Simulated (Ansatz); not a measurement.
`Cc1cc(-c2sc(-c3sc(-c4sc(-c5sc(-c6sc(S)cc6C)cc5C)cc4C)cc3C)cc2C)sc1S`, 64 atoms. Hardware: 4 threads of AMD EPYC 7R13 on a shared host and a share (37 GiB) of an NVIDIA H100 80GB HBM3.

Correlated methods freeze 70 core orbitals. Single mean-field runs in def2-SVP, def2-TZVP are fitted with def2-universal-jkfit.

Q: How many basis functions does each of these Ansatz runs have, and roughly what does it cost? MP2/def2-SVP, charge 0 singlet, energy, from earlier orbitals; PBE0-D4/def2-TZVP, charge 0 singlet, energy, from earlier orbitals; PBE-D4/def2-TZVP, charge 1 doublet at the geometry of the charge 0 singlet, energy, from earlier orbitals; HF/def2-TZVP, charge 1 doublet at the geometry of the charge 0 singlet, energy, from earlier orbitals; PBE-D4/def2-TZVP, charge 0 singlet, energy, from earlier orbitals; PBE-D4/def2-TZVP, charge -1 doublet at the geometry of the charge 0 singlet, energy, from earlier orbitals; PBE-D4/def2-SVP, charge 0 singlet, energy, from earlier orbitals; PBE0-D4/def2-TZVP, charge 1 doublet at the geometry of the charge 0 singlet, energy; RPA@PBE/def2-SVP, charge 0 singlet, energy, from earlier orbitals; HF/def2-TZVP, charge 0 singlet, energy and forces, from earlier orbitals; PBE0-D4/def2-TZVP, charge 0 triplet at the geometry of the charge 0 singlet, energy; PBE-D4/def2-SVP, charge 0 singlet, relaxation, 40 steps.

A: Other jobs shared the machine, so times can vary by a factor of up to 3.

```tsv
run	functions	fitting or Cholesky vectors	wall time	peak host memory (GiB)
PBE-D4/def2-SVP, charge 0 singlet, energy, from earlier orbitals	694	3742	6 s	1.1
PBE-D4/def2-TZVP, charge 0 singlet, energy, from earlier orbitals	1382	3742	11 s	1.4
PBE0-D4/def2-TZVP, charge 0 singlet, energy, from earlier orbitals	1382	3742	14 s	1.4
RPA@PBE/def2-SVP, charge 0 singlet, energy, from earlier orbitals	694	7016	15 s	4.6
PBE-D4/def2-TZVP, charge -1 doublet at the geometry of the charge 0 singlet, energy, from earlier orbitals	1382	3742	16 s	1.8
PBE-D4/def2-TZVP, charge 1 doublet at the geometry of the charge 0 singlet, energy, from earlier orbitals	1382	3742	17 s	1.8
HF/def2-TZVP, charge 0 singlet, energy and forces, from earlier orbitals	1382	3742	18 s	2.6
MP2/def2-SVP, charge 0 singlet, energy, from earlier orbitals	694	7016	26 s	1.7
PBE0-D4/def2-TZVP, charge 1 doublet at the geometry of the charge 0 singlet, energy	1382	3742	34 s	2.2
HF/def2-TZVP, charge 1 doublet at the geometry of the charge 0 singlet, energy, from earlier orbitals	1382	3742	38 s	2
PBE0-D4/def2-TZVP, charge 0 triplet at the geometry of the charge 0 singlet, energy	1382	3742	55 s	2.6
PBE-D4/def2-SVP, charge 0 singlet, relaxation, 40 steps	694	3742	2.8 min	1.2
```
